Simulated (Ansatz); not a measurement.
Consider the hydrogen abstraction from the Si–H bond: `N[SiH](Cl)Br` + F• → `N[Si](Cl)Br`• + H–F.

Gas-phase electronic energies from Ansatz, PBE0-D4/def2-TZVP geometries. CCSD(T)/CBS adds triple-zeta CCSD(T) − MP2 to the extrapolated MP2 energy (def2 sets, frozen cores). This one scheme is used for every species, atoms too. DFT in def2-TZVPP. No spin–orbit coupling; open shells (•) take unrestricted orbitals. Spin–orbit coupling would lower the free atoms: a little for F. For Br outer-core shells are correlated without core-valence functions, so the limit isn't a true one: a few kJ/mol of doubt a bond, and 10 to 20 or more in all where bonds break to atoms. Scalar relativity is left out up to krypton. Each species was taken in one conformer, which may not be the lowest.

CCSD(T)/CBS gives -45.4 kcal/mol.

Q: Another level gave -42.6 kcal/mol. Which?
A. revPBE-D4/def2-TZVPP
B. ωB97M-V/def2-TZVPP
C. B2PLYP/def2-TZVPP
D. BHLYP-D4/def2-TZVPP

A: B. ωB97M-V -42.6, revPBE-D4 -50.0, BHLYP-D4 -36.5, B2PLYP -44.9 kcal/mol.

Q: What do rigid-rotor, harmonic-oscillator terms from PBE0-D4/def2-TZVP frequencies (298.15 K, 1 bar) make of the CCSD(T)/CBS value? (An estimate is asked.)

A: Ansatz gave: ΔZPE = +0.1 kcal/mol, ΔH = -44.7 kcal/mol, ΔS = 19 J/(mol·K), ΔG = -46.0 kcal/mol. Open shells count their whole term as degenerate.

Largest T1 diagnostic among the species: 0.011.

From r2SCAN to r2SCAN0 (25 % exact exchange), in def2-TZVPP and without D4, ΔE moves by +4.9 kcal/mol. Leaving LDA and LC-ωPBE aside and taking each functional with its dispersion term where it has one, the values, not all of them listed here, spread over 16.5 kcal/mol, from PBE-D4 to BHLYP-D4. LDA lies −10.5 kcal/mol from PBE without D4.

CCSD(T)/CBS has its own doubt, a few kJ/mol and more with outer-core shells, so smaller differences from it don't rank the levels.
